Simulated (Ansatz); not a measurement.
Consider the ligand exchange at the Si–C bond: `[SiH3]C1BO1` + H₂S → `[SiH3]S` + `B1CO1`.

Gas-phase electronic energies from Ansatz, PBE0-D4/def2-TZVP geometries. CCSD(T)/CBS adds triple-zeta CCSD(T) − MP2 to the extrapolated MP2 energy (def2 sets, frozen cores). This one scheme is used for every species. Functionals use def2-TZVPP. B3LYP here is the variant with VWN-RPA as its local correlation; programs differ in this. HSE06 is defined as in plane-wave codes.

`[SiH3]C1BO1`:

Z-matrix (Å, degrees):
```
Si
C 1 1.867
H 1 1.487 2 107.9
H 1 1.486 2 109.4 3 119.3
H 1 1.487 2 111.7 3 -119.8
B 2 1.516 1 124.3 3 -111.5
O 2 1.527 1 115.0 3 -170.8
H 2 1.090 1 117.1 3 56.3
H 6 1.183 2 157.7 1 84.2
```

H₂S:

Z-matrix (Å, degrees):
```
S
H 1 1.341
H 1 1.341 2 92.3
```

`[SiH3]S`:

```xyz
6

Si    0.062    0.138   -0.506
S     0.592   -0.737    1.371
H    -1.158   -0.488   -1.077
H     1.224   -0.122   -1.388
H    -0.165    1.601   -0.383
H    -0.554   -0.392    1.982
```

`B1CO1`:

Z-matrix (Å, degrees):
```
C
O 1 1.500
B 1 1.510 2 52.3
H 1 1.086 2 112.6 3 -114.3
H 1 1.086 2 112.6 3 114.3
H 3 1.183 1 159.3 2 180.0
```

```tsv
level	ΔE (kJ/mol)	difference from CCSD(T)/CBS
PBE-D4	-58.7	-0.2
revPBE-D4	-57.8	0.7
r2SCAN-D4	-60.2	-1.7
B3LYP-D4	-57.5	1.0
B2PLYP	-59.5	-1.0
PBE	-60.2	-1.7
revPBE	-61.3	-2.8
r2SCAN0	-63.0	-4.5
HSE06	-62.9	-4.4
CCSD/def2-SVP	-54.0	4.5
CCSD(T)/CBS	-58.5	0
```

Question: What do rigid-rotor, harmonic-oscillator terms from PBE0-D4/def2-TZVP frequencies (298.15 K, 1 bar) make of the CCSD(T)/CBS value? (Best estimate.)

Answer: The calculation gave: ΔZPE = +10.3 kJ/mol, ΔH = -50.5 kJ/mol, ΔS = 10 J/(mol·K), ΔG = -53.5 kJ/mol.

Largest T1 diagnostic among the species: 0.016.

From BLYP to BHLYP (50 % exact exchange), in def2-TZVPP and without D4, ΔE moves by −4.5 kJ/mol. In def2-TZVPP, CCSD(T) changes the Hartree–Fock value by +8.3 kJ/mol (the triples alone add +1.0 kJ/mol) and MP2 by +5.0 kJ/mol. Leaving LDA and LC-ωPBE aside and taking each functional with its dispersion term where it has one, the values, not all of them listed here, spread over 8.1 kJ/mol, from PBE-QIDH to BLYP-D4. LDA lies +4.1 kJ/mol from PBE without D4.
